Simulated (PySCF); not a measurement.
**Pd⁺ (palladium, charge +1) across methods**

[Kr] 4d9, 2D determinant. Computed with PySCF 2.14 in x2c-TZVPPall with one added diffuse shell each of s, p, d, f type (9s7p7d3f1g, 95 functions), with the spin-free X2C one-electron Hamiltonian (Gaussian nucleus). The B2PLYP total includes its PT2 part (frozen core); its orbital energies are those of the SCF part.

```csv
method,E (hartree),mean ε 4p β (eV),mean ε 4d α (eV),mean ε 4d β (eV),Σ⟨r²⟩ (bohr²),⟨S²⟩
PBEsol,-5042.02,-62.022,-14.970,-14.280,36.06,0.755
UHF,-5042.51170,-75.964,-21.142,-20.104,35.27,0.757
PBE0,-5044.63,-65.797,-16.717,-15.963,35.73,0.755
B2PLYP,-5044.42,-69.649,-18.377,-17.550,35.69,0.754
LDA,-5039.60,-62.274,-15.214,-14.544,36.15,0.753
BHandHLYP,-5044.95,-69.487,-18.410,-17.618,35.67,0.753
r2SCAN,-5044.96,-63.386,-15.157,-14.393,35.74,0.760
PBE,-5044.55,-62.062,-14.973,-14.294,36.10,0.755
MN15,-5048.26,-65.618,-17.525,-16.896,35.65,0.759
```
